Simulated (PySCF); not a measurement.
Can point charges reproduce the dipole moment of `C=C[C@H](C)C1=C[SiH2]C1`?

Coordinates (GFN2-xTB, Å) and charges (e) from the PBE0/pcSseg-1 density (PySCF):

```csv
atom,x,y,z,Mulliken,IAO,Hirshfeld,ESP-fitted
C1,2.725,-0.236,-0.393,-0.1267,-0.3242,-0.1026,-0.4824
C2,1.650,-0.538,0.310,-0.1602,-0.1240,-0.0303,-0.1136
C3,0.574,0.442,0.689,-0.2617,-0.1166,-0.0202,+0.2141
C4,0.291,0.379,2.189,-0.1867,-0.4155,-0.1165,-0.5831
C5,-0.639,0.131,-0.133,-0.1711,+0.0501,+0.0244,+0.1715
C6,-1.839,-0.366,0.199,-0.3176,-0.4597,-0.1617,-0.5052
Si7,-2.501,-0.349,-1.563,+0.6736,+0.7453,+0.3355,+0.5605
C8,-0.699,0.327,-1.630,-0.3962,-0.5390,-0.1703,-0.5327
H9,3.464,-0.974,-0.654,+0.1148,+0.1516,+0.0462,+0.1925
H10,2.913,0.768,-0.737,+0.1074,+0.1436,+0.0440,+0.1831
H11,1.474,-1.554,0.639,+0.0994,+0.1431,+0.0445,+0.1358
H12,0.913,1.451,0.423,+0.1171,+0.1407,+0.0454,+0.0695
H13,-0.018,-0.624,2.476,+0.1127,+0.1386,+0.0399,+0.1532
H14,-0.502,1.076,2.452,+0.1215,+0.1445,+0.0409,+0.1471
H15,1.186,0.638,2.752,+0.1220,+0.1451,+0.0409,+0.1576
H16,-2.188,-0.640,1.182,+0.0599,+0.1402,+0.0339,+0.1813
H17,-3.554,0.611,-1.891,-0.0941,-0.1254,-0.0773,-0.1167
H18,-2.731,-1.634,-2.223,-0.0935,-0.1250,-0.0770,-0.1175
H19,0.042,-0.265,-2.164,+0.1455,+0.1465,+0.0286,+0.1513
H20,-0.563,1.367,-1.926,+0.1339,+0.1402,+0.0322,+0.1337
```

Problem. Form Σ q r in debye for every column and set it beside the full dipole.

Solution. The full density gives (0.42, 0.19, 0.17) D, 0.49 D in size; dipole vectors point from the negative to the positive end.

| scheme | μx | μy | μz | size (D) | share of the full size (%) | angle to the full dipole (°) |
| --- | --- | --- | --- | --- | --- | --- |
| Mulliken | -0.45 | -0.07 | -1.35 | 1.43 | 289 | 129 |
| IAO | -0.78 | -0.15 | -0.72 | 1.07 | 217 | 156 |
| Hirshfeld | 0.01 | 0.00 | 0.05 | 0.05 | 10 | – |
| ESP-fitted | 0.41 | 0.19 | 0.16 | 0.48 | 98 | 1 |

Problem. Which set comes closest?

Solution. Length of the difference vector: ESP-fitted 0.01 D, Hirshfeld 0.46 D, IAO 1.53 D, Mulliken 1.77 D. Closest: ESP-fitted. 

Problem. What is left for the Hirshfeld atoms' own dipoles?

Solution. The shares of the density sum to the whole, so what Σ q r misses lies in dipoles about the nuclei. The atomic dipoles sum to (0.42, 0.19, 0.17) − (0.01, 0.00, 0.05) = (0.41, 0.19, 0.12) D, 0.46 D in size.

Problem. With the origin at the mean of the coordinates, (0.000, 0.001, 0.000) Å, which are the largest single terms, by size, of the ESP-fitted dipole along the direction of the full one?

Solution. Si7 -7.58, C1 -4.84, C6 +3.97, C4 -3.27, C8 +2.67 D; all 20 atoms together +0.48 D. The single terms depend on the origin, their sum doesn't.

Problem. Give the size of the full dipole in other units.

Solution. 0.49 D = 0.194 au = 0.103 e·Å = 1.64 × 10⁻³⁰ C·m.

Geometry: GFN2-xTB, one conformer, isolated molecule.

Shape of the structure used: `[CH2:1]=[CH:2][C@H:3]([CH3:4])[C:5]1=[CH:6][SiH2:7][CH2:8]1`: C1–C2–C3–C4 -129°, C2–C3–C5–C6 111°.
